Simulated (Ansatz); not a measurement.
Consider the ligand exchange at the As–S bond: `CS[AsH2]` + NH₃ → `N[AsH2]` + CH₃SH.

Program: Ansatz. Geometries: PBE0-D4/def2-TZVP. ΔE: electronic, gas phase. CCSD(T)/CBS is the MP2 limit (def2-TZVPP, def2-QZVPP) plus CCSD(T) − MP2 in def2-TZVPP, frozen cores. This one scheme is used for every species. DFT in def2-TZVPP. For As outer-core shells are correlated without core-valence functions, which leaves a few kJ/mol of doubt a bond. Scalar relativity is left out up to krypton.

| level | ΔE (kJ/mol) |
| --- | --- |
| PBE0 | 61.7 |
| HF/def2-SVP | 46.5 |

**Question.** What does CCSD(T)/CBS give? (Best estimate.)

**Answer.** Ansatz gave: +61.7 kJ/mol. The listed levels differ from it by 0.0, -15.2 kJ/mol.

Largest T1 diagnostic among the species: 0.011.

In def2-TZVPP, CCSD(T) changes the Hartree–Fock value by +8.4 kJ/mol (the triples alone add +2.5 kJ/mol) and MP2 by +12.9 kJ/mol. Leaving LDA and LC-ωPBE aside and taking each functional with its dispersion term where it has one, the values, not all of them listed here, spread over 11.7 kJ/mol, from ωB97X-V to PBE-D4.
